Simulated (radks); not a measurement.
Spherical quantum dot in the effective-mass picture: electrons in a hard-walled sphere of radius 10.4, with a point charge +1 (a donor) at the centre, all in effective atomic units (hartree* = m*/eps^2 hartree, bohr* = eps/m* bohr), one dielectric constant everywhere. Method: non-relativistic Kohn-Sham, PBE, spin-polarised, spherical densities; computed with a radial shooting solver with Libxc functionals. Levels are named by radial order and angular momentum (1s, 1p, 1d, 2s, ...), and open shells are averaged over m. Results are scaled to m* = 0.1 and eps = 15.3, for which hartree* = 11.62 meV and bohr* = 8.096 nm. At N = 4 the configuration is 1s2 1p(up 2, down 0). Does electron 5 go into 2s up or 2s down or 1p up?

Answer. Into 1p up. The total energies of the other choices lie higher by 0.0907 meV (2s up), 0.224 meV (2s down).
